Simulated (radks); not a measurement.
Problem. The mean radii <r> (bohr) of the occupied orbitals of an atom or ion are listed with their occupations. Method: scalar-relativistic Kohn-Sham, PBE, spin-polarised, spherical densities, finite nucleus; Fermi nuclear charge, rms radius of each element as measured or else 0.836 A^(1/3) + 0.57 fm; computed with a radial shooting solver on a logarithmic mesh with Libxc functionals.

orbital  occ.      <r>
1s up       1  0.02410
1s down     1  0.02410
2s up       1   0.1030
2s down     1   0.1030
2p up       3  0.09053
2p down     3  0.09051
3s up       1   0.2714
3s down     1   0.2713
3p up       3   0.2692
3p down     3   0.2690
3d up       5   0.2458
3d down     5   0.2457
4s up       1   0.5927
4s down     1   0.5929
4p up       3   0.6161
4p down     3   0.6169
4d up       5   0.6421

Name the element and its charge. Open shells, if any, are filled with parallel spins first.

Solution. Z = 59, praseodymium, charge +18: Pr18+ in [Kr] 4d5. The 1s radius gives Z: for a bare nucleus <r> = (2 gamma + 1)/(2Z) with gamma = sqrt(1 - (Z/c)^2), 0.02377 bohr for Z = 59, and screening makes it slightly larger (0.02410 here). The occupations add up to 41, and the charge is Z minus that.
